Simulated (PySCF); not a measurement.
# Gas-phase thermal properties of AuF

Method: PySCF energies (xtb for GFN2) plus ideal-gas RRHO corrections (1 bar). All species are closed-shell singlets. Au: scalar-relativistic def2 core potential, no spin-orbit coupling. The harmonic model lacks anharmonicity and excited electronic states, which grow with temperature; levels with a mode under 35 cm⁻¹ are left out.

```tsv
level	point group	σ	ZPE (kJ/mol)	S°298 (J/mol/K)	Cp298 (J/mol/K)	S°1000 (J/mol/K)	H1000 − H298 (kJ/mol)
GFN2-xTB	C∞v	1	2.5	243.5	35.1	287.7	25.7
PBE/def2-SVP	C∞v	1	3.3	242.2	33.9	285.6	25.4
PBE0/def2-TZVP	C∞v	1	3.2	242.1	33.9	285.6	25.4
```
σ: rotational symmetry number. Electronic degeneracy used: 1. Frequencies are unscaled.
